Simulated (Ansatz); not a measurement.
Be₄ (the lowest singlet isomer of a short search), 4 atoms. Hardware: 4 threads of Arm Neoverse V1 on a shared host.

Correlated methods freeze no core orbitals.

How many basis functions does each of these Ansatz runs have, and roughly what does it cost? HSE06/def2-TZVP, charge 0 quintet, energy, from earlier orbitals; PBE0/def2-TZVP, charge 0 triplet, energy, from earlier orbitals; PBE/def2-TZVPD, charge 0 singlet, energy, from earlier orbitals; MP2/def2-TZVP, charge 0 triplet, energy, from earlier orbitals; B3LYP/def2-TZVP, charge 0 triplet, relaxation, 4 steps; r2SCAN/def2-TZVPD, charge 0 singlet, energy, from earlier orbitals; MP2/def2-TZVP, charge 0 quintet, energy, from earlier orbitals; r2SCAN/def2-TZVPD, charge -1 doublet at the geometry of the charge 0 singlet, energy, from earlier orbitals; BHLYP/def2-TZVP, charge 0 triplet, energy, from earlier orbitals; PBE/def2-TZVPD, charge -1 doublet at the geometry of the charge 0 singlet, energy, from earlier orbitals; HF/STO-3G, charge 0 quintet, energy; PBE/def2-TZVP, charge 0 singlet, energy and forces, from earlier orbitals.

Other jobs shared the machine, so times can vary by a factor of up to 3. A dash marks memory too small to be measured apart from the calling script's.

| run | functions | fitting or Cholesky vectors | wall time | peak host memory (GiB) |
| --- | --- | --- | --- | --- |
| HF/STO-3G, charge 0 quintet, energy | 20 | 237 | 0.1 s | – |
| MP2/def2-TZVP, charge 0 quintet, energy, from earlier orbitals | 76 | 628 | 0.25 s | – |
| PBE/def2-TZVPD, charge 0 singlet, energy, from earlier orbitals | 88 | 628 | 0.4 s | – |
| PBE/def2-TZVP, charge 0 singlet, energy and forces, from earlier orbitals | 76 | 564 | 0.4 s | – |
| HSE06/def2-TZVP, charge 0 quintet, energy, from earlier orbitals | 76 | 564 | 0.65 s | – |
| PBE/def2-TZVPD, charge -1 doublet at the geometry of the charge 0 singlet, energy, from earlier orbitals | 88 | 628 | 0.7 s | – |
| MP2/def2-TZVP, charge 0 triplet, energy, from earlier orbitals | 76 | 628 | 0.75 s | – |
| r2SCAN/def2-TZVPD, charge 0 singlet, energy, from earlier orbitals | 88 | 628 | 0.85 s | – |
| PBE0/def2-TZVP, charge 0 triplet, energy, from earlier orbitals | 76 | 564 | 1.1 s | – |
| BHLYP/def2-TZVP, charge 0 triplet, energy, from earlier orbitals | 76 | 564 | 1.4 s | – |
| r2SCAN/def2-TZVPD, charge -1 doublet at the geometry of the charge 0 singlet, energy, from earlier orbitals | 88 | 628 | 1.6 s | – |
| B3LYP/def2-TZVP, charge 0 triplet, relaxation, 4 steps | 76 | 564 | 7.5 s | – |
